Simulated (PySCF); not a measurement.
**Question.** Give a PBE0-D3(BJ)/def2-SVP geometry of `[F][GeH2][O][SiH3]`.

**Answer.** 
```xyz
9
FGeH5OSi angstrom
F      1.467    1.753   -0.429
Ge     1.616    0.075    0.002
O      0.033   -0.426    0.574
Si    -1.547   -0.217    0.088
H      2.590   -0.027    1.176
H      1.976   -0.674   -1.286
H     -2.020    1.165    0.394
H     -2.380   -1.206    0.829
H     -1.678   -0.460   -1.382
```

Orientation and origin are arbitrary. Atoms count from 1 in this order. Si4 (oxygen-bound silicon) is tetrahedral (angles from 107.6° to 111.0°). Ge2 (germanium bonded to F, O and 2 H) is distorted tetrahedral (angles from 106.2° to 117.6°).

Bonds between heavy atoms (Å): F1–Ge2 1.739, Ge2–O3 1.756, O3–Si4 1.666.

The calculation used PySCF 2.14.0, PBE0-D3(BJ)/def2-SVP geometry optimisation, gas phase.

Point group: C1 (no symmetry element, even within 0.4 Å). Whether it is a minimum is left open (no frequencies). One conformer, not necessarily the lowest (F1–Ge2–O3–Si4 44°).

Hardware: one thread of an AMD EPYC 9R45, shared host with 96 logical CPUs at a one-minute load of 97. Cost: 24 s, 0.43 GiB resident at most. These figures are those of the optimisation.
